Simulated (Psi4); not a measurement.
The Psi4 input:
```
memory 2 GB

molecule {
1 2
Cl   -0.00000000   -0.00000000   -0.07393369
H     0.00000000    0.00000000    1.25687273
}

set {
  basis def2-tzvpd
  reference uhf
}

energy('scf')
print_variables()
```

**Question.** What does this run give for the <S^2>, total energy, number of basis functions, nuclear repulsion energy?

**Answer.** 
The <S^2> is 0.762, the total energy comes out as -459.6755 Eh and the number of basis functions comes out as 55. The nuclear repulsion energy is 6.7598 Eh.

These values belong to the state on which the SCF converged, which isn't shown to be the lowest.
